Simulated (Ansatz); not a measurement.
Be(NH2)(NMe2) (C₂H₈BeN₂), SMILES C[N](C)[Be][NH2].

Geometry: PBE0-D3(BJ)/def2-SVP. Other conformers were not sampled.

Two levels are set side by side: PBE/def2-SVPD (Ansatz, an electronic-structure program) and CAM-B3LYP/def2-SVPD (Ansatz). Energy differences of separate SCF runs at the same geometry; the states with an electron removed or added have multiplicity 2 and 2. Differences are taken from unrounded values.

```json
[
 {"quantity": "vertical ionisation energy (eV)", "CAM-B3LYP": "8.21"},
 {"quantity": "vertical singlet–triplet gap (eV)", "CAM-B3LYP": "5.17"}
]
```

What does PBE give, and how far is it from CAM-B3LYP? (Estimate from the structure and the level; the computed values follow.)


```tsv
quantity	PBE	PBE minus CAM-B3LYP
vertical ionisation energy (eV)	7.98	-0.24
vertical singlet–triplet gap (eV)	4.66	-0.52
```
